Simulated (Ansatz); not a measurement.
Abridged output of a molecular run in Ansatz:

```
Functional definition: HF
997 factors; integrals over basis functions are off by at most 1.2e-3 eV
mean field evaluation 1: about -13534.6205 eV, gradient 3.2e1 eV
mean field evaluation 2: about -13534.7974 eV, gradient 3.2e1 eV
mean field evaluation 4: about -13537.5732 eV, gradient 3.9e0 eV
mean field evaluation 8: about -13537.6485 eV, gradient 4.2e-1 eV
mean field evaluation 16: about -13537.6507 eV, gradient 2.4e-6 eV
mean field -13537.65068156 eV, -497.4994863981 hartree, gradient 2.4e-6 eV, S^2 0.000000; 0 other end points of the search recorded, 0 dependent functions left out
8 core orbitals not correlated: weight in the atoms' cores, before any rotation towards them, 1.000 or more for the frozen orbitals, at most 0.000 for the correlated occupied ones
reference -13537.65068156 eV, -497.4994863981 hartree; 19, 19 occupied and 65, 65 virtual orbitals, 997 factors
second order -19.65857666 eV of doubles, -0.00000000 eV of singles
cycle   1  -19.64918634 eV  change    9.4e-3 eV  update   1.1e-1
cycle   2  -20.20359145 eV  change   -5.5e-1 eV  update   3.5e-2
cycle   3  -20.33657351 eV  change   -1.3e-1 eV  update   1.8e-2
cycle   4  -20.33118508 eV  change    5.4e-3 eV  update   4.7e-3
cycle   5  -20.33142318 eV  change   -2.4e-4 eV  update   2.5e-3
cycle   6  -20.33226642 eV  change   -8.4e-4 eV  update   8.1e-4
cycle   7  -20.33179494 eV  change    4.7e-4 eV  update   3.8e-4
cycle   8  -20.33160493 eV  change    1.9e-4 eV  update   1.6e-4
cycle   9  -20.33161758 eV  change   -1.3e-5 eV  update   6.2e-5
cycle  10  -20.33162871 eV  change   -1.1e-5 eV  update   2.5e-5
perturbative correction -0.71633780 eV, -0.0263249286 hartree
Total energy: -13558.69864807 eV, -498.2729849005 hartree
```

Its atoms:

```xyz
7

F     0.1454   -1.1697    1.6083
C     0.4971   -0.8740    0.3288
N     1.5069    0.1626    0.1499
C     0.3114    0.4551   -0.1563
Te   -0.7995    2.0577   -0.8097
H     0.5170   -1.7725   -0.2789
H    -2.1783    1.1409   -0.8421
```

Q: Which basis set was used?
A. def2-TZVPP
B. def2-QZVPP
C. def2-SVP
D. cc-pV(T+d)Z

A: C. It gives 92 functions.

Q: Write the keys of the input that set method, charge and spin (a neutral closed shell needs none for the last two).

A: 
```yaml
correlation: {method: ccsd_t}
```
